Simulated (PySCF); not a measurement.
SrSe: energy against distance

Set-up: PySCF, scalar-relativistic core potentials, basis sets Sr def2-SVP with ECP28, Se def2-SVP. Energies in eV from Sr + Se in their ground configurations at the same level. State: ¹Σ⁺ (singlet), closed shell.

All columns are PBE0. A positive dipole means Sr(−)Se(+).

```tsv
R (Å)	E (eV)	μ (D)	Mulliken charge on Sr (basis-dependent)	HOMO (eV)	LUMO (eV)	Mayer bond order	⟨S²⟩
2.226	-2.056	-8.36	0.27	-4.93	-1.81	2.50	0.00
2.329	-2.728	-9.11	0.33	-5.02	-1.95	2.44	0.00
2.433	-3.096	-9.77	0.37	-4.91	-2.09	2.39	0.00
2.510	-3.224	-10.19	0.40	-4.79	-2.19	2.35	0.00
2.588	-3.258	-10.57	0.43	-4.68	-2.29	2.32	0.00
2.666	-3.218	-10.89	0.45	-4.58	-2.39	2.29	0.00
2.769	-3.081	-11.25	0.47	-4.48	-2.51	2.25	0.00
2.899	-2.821	-11.59	0.48	-4.38	-2.66	2.19	0.00
3.054	-2.437	-11.84	0.50	-4.30	-2.82	2.12	0.00
3.261	-1.888	-11.96	0.50	-4.26	-3.01	2.00	0.00
```

A fit through these points gives, at Re = 2.581 Å, μ = -10.54 D and dμ/dR = -4.55 D/Å; the reduced mass is 41.86 u.

Question: How strong is the fundamental in the double-harmonic approximation, I = 42.26·(dμ/dR)²/μred km/mol?

Answer: I = 42.26·(-4.55)²/41.86 = 20.9 km/mol at PBE0.
